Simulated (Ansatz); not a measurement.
Calculated with Ansatz (gas phase, PBE0-D4/def2-TZVP geometries, no zero-point term in ΔE). CCSD(T)/CBS is the MP2 limit (def2-TZVPP, def2-QZVPP) plus CCSD(T) − MP2 in def2-TZVPP, frozen cores. This one scheme is used for every species. DFT in def2-TZVPP. B3LYP here is the variant with VWN-RPA as its local correlation; programs differ in this. Each species was taken in one conformer, which may not be the lowest.

Consider the cleavage of the Si–B bond: `B[SiH]1CO1` + `[SiH3]S` → `[SiH3]S[SiH]1CO1` + BH₃.

```
             level  ΔE (kJ/mol)  difference from CCSD(T)/CBS
            PBE-D4        -64.2                         19.4
         r2SCAN-D4        -74.1                          9.5
           PBE0-D4        -74.5                          9.1
          B3LYP-D4        -77.6                          6.0
           ωB97X-V        -81.4                          2.2
           ωB97M-V        -84.3                         -0.7
            B2PLYP        -78.7                          4.9
               PBE        -58.7                         24.9
            r2SCAN        -72.5                         11.1
              PBE0        -69.5                         14.1
             B3LYP        -68.5                         15.1
     HF/def2-TZVPP        -88.6                         -5.0
    MP2/def2-TZVPP        -94.1                        -10.5
SCS-MP2/def2-TZVPP        -91.2                         -7.6
   CCSD/def2-TZVPP        -80.3                          3.3
CCSD(T)/def2-TZVPP        -80.4                          3.2
     HF/def2-QZVPP        -88.8                         -5.2
    MP2/def2-QZVPP        -96.1                        -12.5
SCS-MP2/def2-QZVPP        -93.1                         -9.5
      HF/CBS(def2)        -88.9                         -5.3
     MP2/CBS(def2)        -97.4                        -13.8
    CCSD/CBS(def2)        -83.5                          0.1
       CCSD(T)/CBS        -83.6                            0
```

Largest T1 diagnostic among the species: 0.018.

The D4 term adds −9.1 kJ/mol with B3LYP and −5.0 kJ/mol with PBE0; it sums over pairs of atoms, weighted by their polarisabilities, and B3LYP, whose exchange is more repulsive, gets the larger term. From PBE to PBE0 (25 % exact exchange), in def2-TZVPP and without D4, ΔE moves by −10.8 kJ/mol.
